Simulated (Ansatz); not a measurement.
Geometry optimisation, RKS PBE/def2-SVP (Ansatz 0.2.0).

Input file:

```yaml
crystal:
  periodic: [false, false, false]
  atoms:
    - { symbol: O, position_ang: [-0.0293, 1.4652, -0.5429] }
    - { symbol: Si, position_ang: [0.1327, 0.1581, 0.363] }
    - { symbol: O, position_ang: [0.6845, -1.0586, -0.5933] }
    - { symbol: Cl, position_ang: [-1.6495, -0.4446, 0.9118] }
    - { symbol: H, position_ang: [-0.514, 1.344, -1.4212] }
    - { symbol: H, position_ang: [0.9841, 0.4118, 1.5477] }
    - { symbol: H, position_ang: [0.4528, -1.9439, -0.3108] }
basis:
  gaussian: { orbitals: def2-SVP }
hamiltonian:
  xc: pbe
relax:
  f_tol: 0.02
  max_steps: 40
scf:
  lower_state_search: "off"
```

Command:

```bash
$ ansatz run input.yaml --threads 1 --pin off --max-ram 2048MiB --backend cpu --events-out ev --progress --plain --runs-dir out
```

**Question.** Where does it end, and by what steps?

**Answer.** The run converged. After 9 steps the energy has fallen by 0.369 eV; Cl4 moved furthest, 0.19 Å.

```json
{"step": "0", "energy less start (eV)": "0.0000", "largest force component (eV/Å)": "2.862", "accepted": "yes"}
{"step": "1", "energy less start (eV)": "-0.3412", "largest force component (eV/Å)": "0.957", "accepted": "yes"}
{"step": "2", "energy less start (eV)": "-0.3643", "largest force component (eV/Å)": "0.326", "accepted": "yes"}
{"step": "3", "energy less start (eV)": "-0.3673", "largest force component (eV/Å)": "0.066", "accepted": "yes"}
{"step": "4", "energy less start (eV)": "-0.3677", "largest force component (eV/Å)": "0.025", "accepted": "yes"}
{"step": "5", "energy less start (eV)": "-0.3682", "largest force component (eV/Å)": "0.056", "accepted": "yes"}
{"step": "6", "energy less start (eV)": "-0.3686", "largest force component (eV/Å)": "0.105", "accepted": "yes"}
{"step": "7", "energy less start (eV)": "-0.3689", "largest force component (eV/Å)": "0.080", "accepted": "yes"}
{"step": "8", "energy less start (eV)": "-0.3689", "largest force component (eV/Å)": "0.083", "accepted": "yes"}
{"step": "9", "energy less start (eV)": "-0.3691", "largest force component (eV/Å)": "0.017", "accepted": "yes"}
```

```xyz
7
Properties=species:S:1:pos:R:3
O -0.008 1.506 -0.568
Si 0.120 0.132 0.350
O 0.760 -1.098 -0.577
Cl -1.734 -0.534 1.054
H -0.433 1.395 -1.438
H 0.952 0.514 1.521
H 0.405 -1.984 -0.388
```

Whether the end is a true minimum wasn't checked by a vibrational analysis.

Time of the run: 26 s on 1 thread of Arm Neoverse N1, with other jobs on the host, peak memory 0.11 GiB.
